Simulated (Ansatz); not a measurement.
# Energy profile

The step: Si₂H₄F₂ ([F][SiH]([F])[SiH3]) + H₂ → SiH₂F₂ ([F][SiH2][F]) + SiH₄; bonds formed: Si1–H7, Si2–H6; bonds broken: Si1–Si2, H6–H7 (atoms numbered as in the saddle structure below).

Si1  (-0.739, 0.929, 0.191)
Si2  (0.787, -1.094, -0.456)
F3  (-2.066, 0.864, 1.072)
F4  (-1.417, 0.423, -1.192)
H5  (-0.084, 2.179, -0.208)
H6  (0.382, 0.084, 0.931)
H7  (0.097, 0.969, 1.625)
H8  (-0.190, -2.197, -0.613)
H9  (1.313, -0.619, -1.757)
H10  (1.917, -1.536, 0.407)
(Å)

Electronic energies by CCSD(T) at an estimated basis limit (MP2 extrapolated from triple and quadruple zeta, plus CCSD(T) − MP2 in triple zeta), on PBE0-D4/def2-TZVP structures; Si2H6F2, singlet; no counterpoise correction. Program: Ansatz 0.2.0. Basis: def2-TZVPP and def2-QZVPP. Cores are frozen in the correlated methods. Extrapolation: Hartree–Fock as exp(−7.88 √X), correlation as X^−2.97.

Question: Give the profile in eV, counted from the separated reactants. (Judge from chemistry; the value comes from the calculation.)

Answer: The calculation gives:
```json
{"point": "separated: Si2H4F2 (linked as [F][SiH]([F])[SiH3]; Si1, Si2, F3, F4, H5, H8, H9, H10; singlet) + H2 (H6, H7; singlet)", "eV": "0.000"}
{"point": "start structure", "eV": "-0.027"}
{"point": "saddle", "eV": "2.570"}
{"point": "end structure", "eV": "-0.394"}
{"point": "separated: SiH2F2 (linked as [F][SiH2][F]; Si1, F3, F4, H5, H7; singlet) + SiH4 (Si2, H6, H8, H9, H10; singlet)", "eV": "-0.335"}
```

No T1 diagnostic of these runs exceeds 0.014.

For scale, one of the runs: CCSD(T)/def2-TZVPP, 230 basis functions, launched by `ansatz run in.yaml --threads 4 --pin off --events-out ev --progress --plain --max-ram 9574MiB`. The run took 81 s on 4 CPU threads of an Arm Neoverse V1 (shared host), with 3.8 GiB of host memory at its peak.
